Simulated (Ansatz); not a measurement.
Reaction (formal exchange of groups at the Al–O bond): `C[O][Al]([OH])[SiH3]` + `C=O` → `O=[CH][Al]([OH])[SiH3]` + CH₃OH

Program: Ansatz. Geometries: PBE0-D4/def2-TZVP. ΔE: electronic, gas phase. CBS: MP2 limit from def2 TZ/QZ plus the TZ coupled-cluster correction, frozen cores. This one scheme is used for every species. Functionals use def2-TZVPP. B3LYP here is the variant with VWN-RPA as its local correlation; programs differ in this. HSE06 is defined as in plane-wave codes. One conformer a species, not always the lowest.

`C[O][Al]([OH])[SiH3]`:

Cartesian coordinates in Å:
```
C -0.260 2.027 -0.805
O -0.486 0.706 -1.196
Al -0.257 -0.818 -0.514
O -0.703 -2.184 -1.407
Si 0.689 -1.145 1.709
H 0.175 2.101 0.201
H 0.426 2.517 -1.505
H -1.200 2.589 -0.808
H -1.081 -2.142 -2.284
H 1.934 -1.961 1.653
H 1.033 0.157 2.348
H -0.270 -1.847 2.608
```

`C=O`:

Cartesian coordinates in Å:
```
C 0.002 -0.004 -0.003
O -0.437 0.869 0.687
H 0.809 0.179 -0.740
H -0.374 -1.045 0.056
```

`O=[CH][Al]([OH])[SiH3]`:

```xyz
10

O    -0.196    1.698   -1.835
C    -1.133    1.126   -1.319
Al   -0.619   -0.188    0.133
O    -1.768   -1.104    0.976
Si    1.759   -0.422    0.642
H    -2.162    1.373   -1.685
H    -2.715   -1.083    0.849
H     1.994   -1.409    1.732
H     2.508   -0.877   -0.563
H     2.333    0.884    1.069
```

CH₃OH:

```xyz
6

C     0.207   -0.126   -0.261
O    -0.173    0.179    1.061
H     1.185   -0.606   -0.209
H     0.300    0.770   -0.887
H    -0.488   -0.822   -0.745
H    -1.032    0.605    1.041
```

```json
{"level": "LDA (SPW92)", "ΔE (kcal/mol)": "35.7", "difference from CCSD(T)/CBS": "-1.8"}
{"level": "PBE-D4", "ΔE (kcal/mol)": "34.6", "difference from CCSD(T)/CBS": "-2.9"}
{"level": "revPBE-D4", "ΔE (kcal/mol)": "34.5", "difference from CCSD(T)/CBS": "-3.0"}
{"level": "BLYP-D4", "ΔE (kcal/mol)": "36.6", "difference from CCSD(T)/CBS": "-0.9"}
{"level": "r2SCAN-D4", "ΔE (kcal/mol)": "38.0", "difference from CCSD(T)/CBS": "0.5"}
{"level": "B97M-V", "ΔE (kcal/mol)": "38.0", "difference from CCSD(T)/CBS": "0.5"}
{"level": "PBE0-D4", "ΔE (kcal/mol)": "36.1", "difference from CCSD(T)/CBS": "-1.4"}
{"level": "B3LYP-D4", "ΔE (kcal/mol)": "37.8", "difference from CCSD(T)/CBS": "0.3"}
{"level": "r2SCANh-D4", "ΔE (kcal/mol)": "38.2", "difference from CCSD(T)/CBS": "0.7"}
{"level": "r2SCAN0-D4", "ΔE (kcal/mol)": "38.5", "difference from CCSD(T)/CBS": "1.0"}
{"level": "HSE06-D4", "ΔE (kcal/mol)": "36.0", "difference from CCSD(T)/CBS": "-1.5"}
{"level": "BHLYP-D4", "ΔE (kcal/mol)": "39.5", "difference from CCSD(T)/CBS": "2.0"}
{"level": "CAM-B3LYP-D4", "ΔE (kcal/mol)": "38.7", "difference from CCSD(T)/CBS": "1.2"}
{"level": "ωB97X-V", "ΔE (kcal/mol)": "37.3", "difference from CCSD(T)/CBS": "-0.2"}
{"level": "ωB97M-V", "ΔE (kcal/mol)": "37.1", "difference from CCSD(T)/CBS": "-0.4"}
{"level": "B2PLYP", "ΔE (kcal/mol)": "38.4", "difference from CCSD(T)/CBS": "0.9"}
{"level": "PBE-QIDH", "ΔE (kcal/mol)": "37.9", "difference from CCSD(T)/CBS": "0.4"}
{"level": "PBE", "ΔE (kcal/mol)": "34.3", "difference from CCSD(T)/CBS": "-3.2"}
{"level": "revPBE", "ΔE (kcal/mol)": "33.7", "difference from CCSD(T)/CBS": "-3.8"}
{"level": "BLYP", "ΔE (kcal/mol)": "36.0", "difference from CCSD(T)/CBS": "-1.5"}
{"level": "r2SCAN", "ΔE (kcal/mol)": "37.8", "difference from CCSD(T)/CBS": "0.3"}
{"level": "PBE0", "ΔE (kcal/mol)": "35.8", "difference from CCSD(T)/CBS": "-1.7"}
{"level": "B3LYP", "ΔE (kcal/mol)": "37.3", "difference from CCSD(T)/CBS": "-0.2"}
{"level": "r2SCANh", "ΔE (kcal/mol)": "38.1", "difference from CCSD(T)/CBS": "0.6"}
{"level": "r2SCAN0", "ΔE (kcal/mol)": "38.4", "difference from CCSD(T)/CBS": "0.9"}
{"level": "HSE06", "ΔE (kcal/mol)": "35.7", "difference from CCSD(T)/CBS": "-1.8"}
{"level": "BHLYP", "ΔE (kcal/mol)": "39.2", "difference from CCSD(T)/CBS": "1.7"}
{"level": "CAM-B3LYP", "ΔE (kcal/mol)": "38.4", "difference from CCSD(T)/CBS": "0.9"}
{"level": "LC-ωPBE", "ΔE (kcal/mol)": "37.1", "difference from CCSD(T)/CBS": "-0.4"}
{"level": "MP2/def2-SVP", "ΔE (kcal/mol)": "40.9", "difference from CCSD(T)/CBS": "3.4"}
{"level": "CCSD/def2-SVP", "ΔE (kcal/mol)": "40.1", "difference from CCSD(T)/CBS": "2.6"}
{"level": "CCSD(T)/def2-SVP", "ΔE (kcal/mol)": "39.7", "difference from CCSD(T)/CBS": "2.2"}
{"level": "MP2/def2-TZVPP", "ΔE (kcal/mol)": "39.3", "difference from CCSD(T)/CBS": "1.8"}
{"level": "CCSD/def2-TZVPP", "ΔE (kcal/mol)": "38.5", "difference from CCSD(T)/CBS": "1.0"}
{"level": "CCSD(T)/def2-TZVPP", "ΔE (kcal/mol)": "38.0", "difference from CCSD(T)/CBS": "0.5"}
{"level": "HF/def2-QZVPP", "ΔE (kcal/mol)": "40.8", "difference from CCSD(T)/CBS": "3.3"}
{"level": "SCS-MP2/def2-QZVPP", "ΔE (kcal/mol)": "39.0", "difference from CCSD(T)/CBS": "1.5"}
{"level": "HF/CBS(def2)", "ΔE (kcal/mol)": "40.8", "difference from CCSD(T)/CBS": "3.3"}
{"level": "MP2/CBS(def2)", "ΔE (kcal/mol)": "38.8", "difference from CCSD(T)/CBS": "1.3"}
{"level": "CCSD/CBS(def2)", "ΔE (kcal/mol)": "38.0", "difference from CCSD(T)/CBS": "0.5"}
{"level": "CCSD(T)/CBS", "ΔE (kcal/mol)": "37.5", "difference from CCSD(T)/CBS": "0"}
```

Largest T1 diagnostic among the species: 0.016.

At CCSD(T), def2-SVP lies +2.2 kcal/mol from the extrapolated value and def2-TZVPP +0.5 kcal/mol. From BLYP to BHLYP (50 % exact exchange), in def2-TZVPP and without D4, ΔE moves by +3.1 kcal/mol. In def2-TZVPP, CCSD(T) changes the Hartree–Fock value by −2.5 kcal/mol (the triples alone add −0.5 kcal/mol) and MP2 by −1.2 kcal/mol.
